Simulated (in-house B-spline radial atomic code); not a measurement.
Ag²⁹⁺. Computed with a B-spline radial atomic code. Model: all-electron spherical atom, spin shells full or empty, radial basis limit, no spin-orbit coupling: exact exchange with a local potential (Slater, KLI or optimised effective potential, whose far tail is KLI's), no correlation.

Exchange potential has not reached -1/r at the last radius.

The run also made RPA and GW results, which its time includes.

The Slater potential averages the orbital exchange potentials with the orbital densities as weights, KLI adds orbital constants, and the optimised effective potential minimises the exact-exchange energy among local potentials. So their energies lie above Hartree-Fock in the order OEP, KLI, Slater. All fall off as −1/r, unlike LDA and GGA exchange.

Command:
```bash
python run_gw.py task.json out
```
Settings (lengths in bohr, energies in hartree):
```
Z                      47
electrons              18
configuration          [Ne] 3s2 3p6
hamiltonian            nr
method                 kli
lmax                   9
spin_polarised         False
box_radius             3.12
intervals              65
```

Cost of the run: 2.6 s on 1 thread of Arm Neoverse N1, with other jobs on the host.

Given: hamiltonian non-relativistic; mean-field start exchange-only KLI.

Computed: energy above Hartree-Fock 9.0329 millihartree; virial ratio -E/T less 1 -0.000235.

| radius (bohr) | r times exchange potential (hartree bohr) |
| --- | --- |
| 0.00106 | -0.041229 |
| 0.00128 | -0.04974 |
| 0.00153 | -0.059383 |
| 0.00184 | -0.071287 |
| 0.00221 | -0.085411 |
| 0.00266 | -0.10243 |
| 0.00319 | ? |
| 0.00383 | -0.14577 |
| 0.0046 | -0.17342 |
| 0.00553 | -0.20577 |
| 0.00664 | -0.24272 |
| 0.00797 | -0.28444 |
| 0.00958 | -0.33102 |
| 0.0115 | -0.3808 |
| 0.0138 | -0.43221 |
| 0.0166 | -0.48323 |
| 0.0199 | -0.52854 |
| 0.0239 | -0.56519 |
| 0.0287 | -0.58932 |
| 0.0345 | -0.60224 |
| 0.0414 | -0.61662 |
| 0.0498 | -0.65964 |
| 0.0598 | -0.74934 |
| 0.0718 | -0.87165 |
| 0.0862 | -0.99344 |
| 0.104 | -1.0849 |
| 0.124 | ? |
| 0.149 | -1.0632 |
| 0.179 | -0.94831 |
| 0.215 | -0.94284 |
| 0.259 | -1.1327 |
| 0.311 | -1.315 |
| 0.373 | -1.4055 |
| 0.448 | -1.4021 |
| 0.538 | -1.335 |
| 0.646 | -1.2454 |
| 0.776 | -1.159 |

Question: What belongs in the row 0.00319?

Answer: r times exchange potential (hartree bohr): -0.12224.

Question: What belongs in the row 0.124?

Answer: r times exchange potential (hartree bohr): -1.1136.

```json
{"occupied": "1s", "level (hartree)": "-954.96", "Hartree-Fock level (hartree)": "-965.82"}
{"occupied": "2s", "level (hartree)": "-182.55", "Hartree-Fock level (hartree)": "-185.52"}
{"occupied": "2p", "level (hartree)": "?", "Hartree-Fock level (hartree)": "?"}
{"occupied": "3s", "level (hartree)": "-67.21", "Hartree-Fock level (hartree)": "-67.819"}
{"occupied": "3p", "level (hartree)": "-64.018", "Hartree-Fock level (hartree)": "-64.025"}
```

Question: What belongs in the row 2p?

Answer: level (hartree): -174.07; Hartree-Fock level (hartree): -176.18.

```tsv
empty	level (hartree)
3d	-58.934
4s	-34.63
4p	-33.3
4d	?
4f	-29.475
```

Question: What belongs in the row 4d?

Answer: level (hartree): -31.307.

The highest level, 3p, differs from Hartree-Fock by +0.19 eV and the deepest, 1s, by +295 eV: a local potential can match the highest level but can't give each shell its own exchange.
